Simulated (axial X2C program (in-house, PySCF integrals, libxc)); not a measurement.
# Which molecule has these constants?

Computed with an axial X2C code built on PySCF integrals, spin-free (one-electron X2C) or two-component (2c: spin–orbit coupling with atomic mean-field Coulomb and Gaunt terms, which also bring small scalar terms), in Dyall basis sets with cores contracted in-house; open shells are unrestricted.

A two-component PBE0 calculation in a Dyall 3-zeta basis gave Re = 2.661 Å, ωe = 213.6 cm⁻¹, De = 1.14 eV, Ω = 1/2.

Problem. Which molecule is it?
A. PBr⁻
B. NaBr⁻
C. MgBr⁻
D. SiBr⁻
E. SBr⁻

Solution. B. The others have SBr⁻ 2.244 Å and 381.6 cm⁻¹ (Ω = 0); PBr⁻ 2.312 Å and 336.9 cm⁻¹ (Ω = 3/2); MgBr⁻ 2.582 Å and 222.4 cm⁻¹ (Ω = 0); SiBr⁻ 2.421 Å and 289.4 cm⁻¹ (Ω = 1).

Each entry is the lowest single determinant of a limited PBE0 search at one distance. De goes to single-determinant-based atoms at the same level (for ions the charge split of lowest energy) and is withheld (n/a) where an atom does not fit its ground term or J level. Main or longest-lived isotopes. One determinant is a doubtful description, or other states lie close, for SiBr⁻; these need not be ground states, and all values refer to the states named. Some open-shell Ω = 0 determinants are out of reach, so the Ω given for SiBr⁻ need not be the lowest component. With several unpaired electrons the Ω given is that of one determinant, not necessarily of the lowest component. Some light 2c atoms are not at their ground J level, so De misses part of their lowering (0.04 eV or less). The functionals have no current term, which raises determinants with orbital currents. Where the atoms have a lower orbital projection than the molecule, De at mean-field level may be about a tenth of an eV too small.
